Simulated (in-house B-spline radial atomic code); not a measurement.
Ionising Ar²⁺ with different functionals

Computed with a radial B-spline atomic code at the basis-set limit: non-relativistic Hamiltonian, point nucleus, spin-polarised at highest spin, spherical fractional occupations for the functionals, the average over the highest-spin determinants for Hartree-Fock. The ionisation energy is the difference of two self-consistent energies, [Ne] 3s2 3p4 → [Ne] 3s2 3p3, without Breit or QED terms; ε is the level of the shell that loses the electron (its least bound occupied spin orbital).

Hybrids are left out here: with spherical fractional occupations of an open shell their exact exchange keeps a self-interaction that integer-occupation calculations don't have.

| method | rung | ΔSCF (eV) | -ε(3p) (eV) |
| --- | --- | --- | --- |
| Hartree-Fock | Hartree-Fock | ? | ? |
| LDA VWN5 | LDA | 40.84 | 34.23 |
| LDA PW92 | LDA | 40.84 | 34.23 |
| LDA exchange-only | LDA | 38.76 | 32.36 |
| PBE | GGA | 40.50 | 33.99 |
| PBEsol | GGA | 40.46 | 33.96 |
| BLYP | GGA | 40.54 | 33.91 |
| RPBE | GGA | 40.41 | 33.94 |
| PW91 | GGA | 40.61 | 34.08 |
| BP86 | GGA | 40.70 | 34.14 |
| AM05 | GGA | 40.49 | 33.97 |
| OLYP | GGA | ? | ? |
| TPSS | meta-GGA | 40.40 | 33.98 |
| SCAN | meta-GGA | 40.15 | 33.92 |
| r2SCAN | meta-GGA | 40.14 | 33.90 |
| M06-L | meta-GGA | 40.07 | 33.81 |
| revTPSS | meta-GGA | 40.34 | 33.93 |

(1) What does Hartree-Fock give?

(2) What does OLYP give?

(3) How do they compare with the NIST value?

Results:

(1) ΔSCF 39.16 eV, and -ε(3p) = 39.97 eV.

(2) ΔSCF 40.35 eV, and -ε(3p) = 33.88 eV.

(3) NIST lists 40.73 eV ± 0.012 (semi-empirical, ground level to ground level). Errors run from -1.98 to +0.11 eV; BP86 is closest (-0.04 eV), but part of that can be cancellation, since the calculations leave out relativity, Breit-QED terms, multiplet and fine-structure energies. Hartree-Fock also lacks correlation.
